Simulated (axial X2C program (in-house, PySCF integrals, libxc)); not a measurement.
# Ionising GaC

All values come from calculations with an axial X2C code built on PySCF integrals, spin-free (one-electron X2C) or two-component (2c: spin–orbit coupling with atomic mean-field Coulomb and Gaunt terms, which also bring small scalar terms), in Dyall basis sets with cores contracted in-house; open shells are unrestricted.

Basis sets: C dyall-v3z, Ga dyall-cv3z.

```tsv
Hamiltonian	level	GaC state	Re (Å)	ωe (cm⁻¹)	De (eV)
spin-free	PBE0	M_S = 3/2, Λ = 0	1.994	542.6	3.29
2c	PBE0	Ω = 3/2	1.995	542.2	n/a
```

Adiabatic ionisation energy (minimum to minimum, no zero-point term) and constants of GaC⁺:

```json
{"Hamiltonian": "spin-free", "level": "PBE0", "GaC⁺ state": "M_S = 1, Λ = 0", "IE (eV)": "8.88", "Re (Å)": "2.046", "ωe (cm⁻¹)": "377.9", "De (eV)": "0.40", "fragments": "Ga+ + C"}
{"Hamiltonian": "2c", "level": "PBE0", "GaC⁺ state": "Ω = 1", "IE (eV)": "8.87", "Re (Å)": "2.047", "ωe (cm⁻¹)": "377.5", "De (eV)": "0.40", "fragments": "Ga+ + C"}
```

(1) Add the zero-point terms to the ionisation energy at PBE0, 2c, and say whether the electron removed was bonding.

Each entry is the lowest single determinant of a limited PBE0 search at one distance. De goes to single-determinant-based atoms at the same level (for ions the charge split of lowest energy) and is withheld (n/a) where an atom does not fit its ground term or J level. Main or longest-lived isotopes. One determinant is a doubtful description, or other states lie close, for GaC⁺, GaC; these need not be ground states, and all values refer to the states named. Some open-shell Ω = 0 determinants are out of reach, so the Ω given for GaC⁺ need not be the lowest component. With several unpaired electrons the Ω given is that of one determinant, not necessarily of the lowest component. Some light 2c atoms are not at their ground J level, so De misses part of their lowering (0.04 eV or less). The functionals have no current term, which raises determinants with orbital currents.

Results:

(1) IE0 = IE + (ωe⁺ − ωe)/2 = 8.87 + (-0.010) = 8.86 eV. Re changes by 0.052 Å, so the bond lengthens, as on loss of a bonding electron.
